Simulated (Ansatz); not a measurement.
`O[Si]([SiH3])[SiH3]` radical. The species carries charge 0 and has multiplicity 2. Geometry: relaxed with PBE0-D4/def2-TZVP. It is one conformer, not always the lowest.

```xyz
11

O    -0.007    2.111    0.516
Si   -0.478    0.675   -0.176
Si    1.118    0.077   -1.767
Si   -1.009   -0.987    1.383
H    -0.505    2.415    1.276
H     2.482   -0.093   -1.191
H     1.185    1.096   -2.847
H     0.678   -1.220   -2.351
H     0.139   -1.413    2.234
H    -2.085   -0.493    2.288
H    -1.517   -2.169    0.635
```

**Question.** What is the dipole moment at r2SCAN/def2-TZVPP? (Estimate.)

**Answer.** The calculation gave: 1.23 D, with components (-0.70, 0.39, 0.93) D in this frame, pointing from negative to positive charge.

**Question.** And with PBE, B3LYP, ωB97M-V? (An estimate is asked.)

**Answer.** Computed: PBE 1.21 D, B3LYP 1.22 D, ωB97M-V 1.24 D.

**Question.** Give the Mulliken charges with r2SCAN, ωB97M-V, B3LYP in def2-TZVPP. (Estimate.)

**Answer.** Ansatz gave: 
| atom | r2SCAN | ωB97M-V | B3LYP |
| --- | --- | --- | --- |
| O1 | -0.40 | -0.34 | -0.37 |
| Si2 | 0.26 | 0.21 | 0.26 |
| Si3 | 0.17 | 0.04 | 0.14 |
| Si4 | 0.13 | 0.01 | 0.11 |
| H5 | 0.20 | 0.18 | 0.19 |
| H6 | -0.06 | -0.02 | -0.05 |
| H7 | -0.06 | -0.02 | -0.05 |
| H8 | -0.06 | -0.02 | -0.06 |
| H9 | -0.06 | -0.01 | -0.05 |
| H10 | -0.07 | -0.02 | -0.06 |
| H11 | -0.06 | -0.01 | -0.05 |

B3LYP here is the variant with VWN-RPA as its local correlation; programs differ in this.
